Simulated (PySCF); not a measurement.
Molecule: `InChI=1S/C7H8O/c1-2-6(1)7-3-4-8-5-7/h3-6H,1-2H2`.

Geometry (Å), atoms numbered from 1 in this order:
```xyz
16

C     2.422   -0.037   -0.903
C     1.102    0.281   -0.941
C     0.533   -0.246    0.254
C    -0.865   -0.175    0.696
C    -1.979   -0.271   -0.313
C    -1.702    1.031    0.363
C     1.572   -0.841    0.910
O     2.718   -0.717    0.215
H     3.225    0.159   -1.587
H     0.597    0.820   -1.717
H    -1.034   -0.640    1.660
H    -2.868   -0.818   -0.038
H    -1.706   -0.377   -1.352
H    -1.241    1.819   -0.212
H    -2.399    1.384    1.107
H     1.617   -1.363    1.845
```

Frames of a GFN2-xTB Langevin trajectory at 600 K; GIAO PBE0/pcSseg-1 shieldings in PySCF 2.14.0 with density-fitted response routines, gas phase, non-relativistic; equivalent atoms averaged within each frame.

References, each an isolated molecule treated in the same way: TMS for ¹³C (σ = 186.93 ppm) and ¹H (σ = 31.72 ppm); ¹⁷O (σ = 336.08 ppm) against H2O. The references are static minima.

Q: How do the shifts (ppm) fluctuate along the trajectory?

A: 
```csv
time (fs),C7,C1,C3,C2,C4,C5/C6,O8,H16,H9,H10
optimised geometry,143.9,148.2,136.4,111.7,9.9,11.4,295.9,7.59,7.42,6.08
250,154.4,150.6,145.5,118.6,16.7,11.6,315.6,9.11,7.64,7.27
425,156.4,150.9,140.2,113.7,3.7,14.0,336.5,7.59,7.67,6.58
625,160.2,155.4,135.3,121.5,1.4,9.5,343.5,8.57,8.30,6.19
800,147.9,145.7,145.2,118.4,15.3,19.3,295.4,7.62,7.48,7.71
1000,144.9,148.7,138.3,120.1,4.2,8.3,298.4,8.31,7.61,6.31
mean of frames,152.8,150.2,140.9,118.5,8.3,12.5,317.9,8.24,7.74,6.81
standard deviation,6.3,3.5,4.4,2.9,7.2,4.4,21.8,0.65,0.32,0.65
```

5 frames give an uncertainty of the mean of about the standard deviation over 2.2 at best, since frames this close in time may not be independent; classical motion lacks zero-point vibration, and the reference would need the same averaging.
